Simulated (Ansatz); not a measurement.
Species: 2-ethenylselanylpropane, C5H10Se, net charge 0, singlet state. SMILES: C=C[Se]C(C)C
Structure (B3LYP-D3(BJ)/def2-TZVP (Ansatz, an electronic-structure program) minimum search):
```xyz
16

C      2.7944     0.8236     0.1189
C      1.6425     0.3592     0.5865
Se     0.3174    -0.5026    -0.4775
C     -1.2688     0.0369     0.5985
C     -2.4649    -0.7559     0.0920
C     -1.4942     1.5389     0.5426
H      3.5394     1.2305     0.7917
H      3.0393     0.8058    -0.9357
H      1.4127     0.3930     1.6462
H     -1.0309    -0.2705     1.6182
H     -3.3521    -0.5043     0.6783
H     -2.2987    -1.8306     0.1695
H     -2.6803    -0.5166    -0.9518
H     -0.6212     2.0916     0.8895
H     -2.3438     1.8137     1.1757
H     -1.7109     1.8591    -0.4780
```
Charge 0, spin multiplicity 1.

Computed values are from Ansatz. Correlated levels leave the core frozen unless marked. UHF or UKS for open shells. No spin-orbit coupling. The frozen core is the preceding noble-gas configuration, with the filled d and f shells of earlier blocks. Non-relativistic. Basis-set limits of correlation are two-point, X^-3; Hartree-Fock from the larger set.

```yaml
atomisation energy De: 6219.7 kJ/mol at CCSD(T)/CBS(cc-pVTZ,cc-pVQZ)
total_energy: -2596.3299 Eh at CCSD(T)/CBS(cc-pVTZ,cc-pVQZ)
dipole_moment: 1.60 D at CCSD(T)/aug-cc-pVDZ
T1 diagnostic: 0.011 at CCSD/cc-pVQZ
```
